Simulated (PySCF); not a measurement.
# Computed structure and properties of [Nd(NH3)3]3+

System: [Nd(NH3)3]3+ (singlet in the valence; each metal's 4f electrons, 3 of them, lie in its core potential, out of spins and levels); start: displaced along the imaginary mode (C3). Method: PySCF 2.14.0, RKS PBE0, Nd lcecp-1-SVP with ECP49, N def2-SVP, H def2-SVP; non-relativistic Hamiltonian with scalar-relativistic core potentials where named; density fitting; no spin-orbit coupling.

Input of the relaxation:

```python
mol = gto.M(atom='''
Nd     0.00000     0.00000     0.01744
N      2.48126     0.00104    -0.04689
H      2.94668    -0.29930     0.85026
H      2.91193    -0.63656    -0.76725
H      2.92968     0.93510    -0.25000
N     -1.24153     2.14831    -0.04689
H     -1.21414     2.70155     0.85026
H     -0.90469     2.84008    -0.76725
H     -2.27466     2.06963    -0.25000
N     -1.23973    -2.14936    -0.04689
H     -1.73254    -2.40225     0.85026
H     -2.00724    -2.20352    -0.76725
H     -0.65503    -3.00473    -0.25000''',
    basis={'Nd': 'lcecp-1-SVP', 'N': 'def2-SVP', 'H': 'def2-SVP'},
    ecp={'Nd': 'lcecp-1-SVP'},
    charge=3, spin=0)
mf = dft.RKS(mol, xc='PBE0')
mf.grids.atom_grid = (50, 194)  # f atoms: unpruned, at least (60, 302)
mf = mf.density_fit()  # fitting sets: Nd AutoAux, N def2-universal-JKFIT, H def2-universal-JKFIT
mf.conv_tol = 1e-08; mf.max_cycle = 55
mf.kernel(dm0)  # dm0: converged density of the start geometry
# quasi-Newton relaxation in Cartesian coordinates to a largest gradient under 0.00045 Eh/bohr, steps kept in the point group
```

Run from Python with OMP_NUM_THREADS=2; the lines above give its settings. Where DIIS fails, smearing, a level shift and second-order steps follow.
It took 78 s on 2 threads of Arm Neoverse V2, with other jobs on the host, from the converged density of the start.

Course of the relaxation:

```csv
step,energy above end (eV),largest force component within the symmetry (eV/Å)
0,0.0988,0.743
1,0.0356,0.026
2,0.0352,0.018
3,0.0347,0.028
4,0.0323,0.152
5,0.0308,0.247
6,0.0236,0.183
7,0.0136,0.115
10,0.0038,0.094
11,0.0016,0.100
12,0.0004,0.026
13,0.0003,0.038
14,0.0001,0.020
15,0.0000,0.010
```
(The steps between are left out.)

Relaxed geometry (C3):

```xyz
13

Nd    0.0000    0.0000    0.7373
N     2.3556   -0.0005   -0.0174
H     3.0423   -0.2715    0.7112
H     2.5869   -0.6413   -0.7981
H     2.7237    0.9092   -0.3496
N    -1.1774    2.0402   -0.0174
H    -1.2860    2.7705    0.7112
H    -0.7380    2.5610   -0.7981
H    -2.1493    1.9042   -0.3496
N    -1.1782   -2.0398   -0.0174
H    -1.7563   -2.4989    0.7112
H    -1.8489   -1.9196   -0.7981
H    -0.5744   -2.8134   -0.3496
```

```csv
contact,Å
Nd1–N2 (NH3),2.474
Nd1–N6 (NH3),2.474
Nd1–N10 (NH3),2.474
```

On the finer grid (75, 302):

The HOMO is -24.29 eV. The LUMO is -16.35 eV. The dipole about the centre of mass is 2.27 D, the set of Mulliken populations of Nd1 outside the core potential is s 2.19, p 6.14, d 0.79, f 0.04 and the D3(BJ) dispersion energy (not in the energies) is -0.196 eV.

```json
{"atom": "Nd1", "Mulliken (e)": "1.85", "Löwdin (e)": "1.56", "spin (e)": "0.00"}
{"atom": "N2", "Mulliken (e)": "-0.38", "Löwdin (e)": "-0.02", "spin (e)": "0.00"}
{"atom": "H3", "Mulliken (e)": "0.25", "Löwdin (e)": "0.17", "spin (e)": "0.00"}
{"atom": "H4", "Mulliken (e)": "0.25", "Löwdin (e)": "0.16", "spin (e)": "0.00"}
{"atom": "H5", "Mulliken (e)": "0.25", "Löwdin (e)": "0.16", "spin (e)": "0.00"}
{"atom": "N6", "Mulliken (e)": "-0.38", "Löwdin (e)": "-0.02", "spin (e)": "0.00"}
{"atom": "H7", "Mulliken (e)": "0.25", "Löwdin (e)": "0.17", "spin (e)": "0.00"}
{"atom": "H8", "Mulliken (e)": "0.25", "Löwdin (e)": "0.16", "spin (e)": "0.00"}
{"atom": "H9", "Mulliken (e)": "0.25", "Löwdin (e)": "0.16", "spin (e)": "0.00"}
{"atom": "N10", "Mulliken (e)": "-0.38", "Löwdin (e)": "-0.02", "spin (e)": "0.00"}
{"atom": "H11", "Mulliken (e)": "0.25", "Löwdin (e)": "0.17", "spin (e)": "0.00"}
{"atom": "H12", "Mulliken (e)": "0.25", "Löwdin (e)": "0.16", "spin (e)": "0.00"}
{"atom": "H13", "Mulliken (e)": "0.25", "Löwdin (e)": "0.16", "spin (e)": "0.00"}
```

The 4f levels lie in the core potential and are missing. Their spin isn't counted.

On the grid (50, 194), as all that follows. Harmonic modes: a minimum within the noise of the softest modes; lowest -14 cm⁻¹ (negative: unstable), highest 3433 cm⁻¹, zero-point energy 3.078 eV.

Taking off one NH3 (charge 0, singlet; the rest: singlet) in vacuum, both parts rigid, costs 3.85 eV; the small basis without counterpoise inflates it. Parting with an electron moved from the ligand to the metal can be far cheaper, even downhill.

Rigid scan of NH3 along the line from its metal:

(distance to N2 (Å), energy (eV)): (2.17, 0.466), (2.27, 0.181), (2.37, 0.040), (2.47, 0.000), (2.57, 0.031), (2.67, 0.110), (2.87, 0.352)

One start shape was tried, so this needn't be the lowest isomer.

An lcecp potential fixes the number of 4f electrons, so in runs with it no electron can move into or out of that shell.
